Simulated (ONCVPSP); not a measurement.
**What one change does to a pseudopotential (osmium, ONCV)**

osmium (Os), optimised norm-conserving Vanderbilt (ONCV), made with ONCVPSP 4.0.1 (PBE, scalar-relativistic). Core [Kr] 4d10 4f14, reference 5s2 5p6 5d6 6s1 (charge +1). Waves: 5s+6s: rc 1.65 bohr, ncon 5, nbas 10, qcut 7.1 1/bohr, 2 projectors; 5p: rc 1.50 bohr, ncon 4, nbas 7, qcut 7.3 1/bohr, 3 projectors, debl 2.8 Ha; 5d: rc 2.15 bohr, ncon 4, nbas 8, qcut 7.2 1/bohr, 3 projectors, debl 0.6 Ha. Local part: polynomial inside 0.95 bohr (lpopt 5, dvloc0 4 Ha). Core correction: Teter function fitted to the true core (icmod 2), fcfact 0.5.

All-electron outer shells of the reference configuration (PBE, scalar-relativistic, ld1.x):

| shell | level (eV) | outermost node (bohr) | outermost maximum (bohr) |
| --- | --- | --- | --- |
| 5s | -99.60 | 0.51 | 0.91 |
| 4f | -60.01 | – | 0.40 |
| 5p | -58.92 | 0.55 | 1.03 |
| 5d | -14.14 | 0.60 | 1.36 |
| 6s | -13.14 | 1.20 | 2.39 |

Change: local potential polynomial inside 0.95 bohr (lpopt 5, dvloc0 6.5 Ha).

Cutoffs: the cutoffs (Ha) at which the residual kinetic energy of the hardest occupied pseudo-wave falls to 1 and 0.1 mHa per electron; they do not see the model core or the augmentation charge, which bear on the density cutoff. Errors are all-electron minus pseudo energies relative to the spin-unpolarised reference configuration.

**Question.** What does the change do?

**Answer.** The potential gets neither clearly harder nor softer (23 Ha and 40 Ha → 23 Ha and 40 Ha); the lowest positive-energy flag moves from s at 46.9 eV to s at 87.8 eV; the errors of the 4 common tests hardly move; the range in which the s phases agree widens (upper end 1.5 → 3.0); neither file shows a bound ghost.

| quantity | base | changed |
| --- | --- | --- |
| cutoff, loose | 23 Ha | 23 Ha |
| cutoff, tight | 40 Ha | 40 Ha |
| bound ghosts | none | none |
| GHOST(+) flags under 300 eV | s at 46.9 eV | s at 87.8 eV |
| error for 5s2 5p6 5d6 6s2, meV [ΔE -9.58 eV] | +3.0 | +3.0 |
| error for 5s2 5p6 5d6 6s0, meV [ΔE 16.91 eV] | -5.9 | -5.8 |
| error for 5s2 5p6 5d5 6s0, meV [ΔE 45.76 eV] | -8.4 | -8.3 |
| error for 5s2 5p6 5d7 6s1, meV [ΔE -9.26 eV] | -1.2 | -1.2 |
| s: phases at 1.68 bohr within 0.05 rad from the reference energy up to (Ha; the scan ends near 5) | 1.5 | 3.0 |
| p: phases at 1.52 bohr within 0.05 rad from the reference energy up to (Ha; the scan ends near 5) | to the end of the scan | to the end of the scan |
| d: phases at 2.18 bohr within 0.05 rad from the reference energy up to (Ha; the scan ends near 5) | to the end of the scan | to the end of the scan |
| rms error of d²Exc/dni dnj with the model core, mHa | 0.83 | 0.83 |
